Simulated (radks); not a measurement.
Task: These are the eigenvalues of the occupied orbitals of an atom or ion with whole-number occupations (hartree). Method: Dirac Kohn-Sham, PBE, spin-unpolarised, spherical densities, finite nucleus; Fermi nuclear charge, rms radius of each element as measured or else 0.836 A^(1/3) + 0.57 fm; computed with a radial shooting solver on a logarithmic mesh with Libxc functionals.

1s1/2: -79.48515
2s1/2: -9.15449
2p1/2: -7.36869
2p3/2: -7.33425

Which element is it, and in what charge state? The configuration may be excited. Open shells, if any, fill j = l - 1/2 first.

Result: Z = 15, phosphorus, charge +5: P5+ in [Ne]. The list shows which subshells hold electrons but not how many an open one holds; the 1s level, -79.485 hartree, gives Z - s = 12.6 by -(Z - s)^2/2, which with screening and relativity narrows Z to a few neighbours, and the depths of the outer levels then fix element, charge and occupations together.
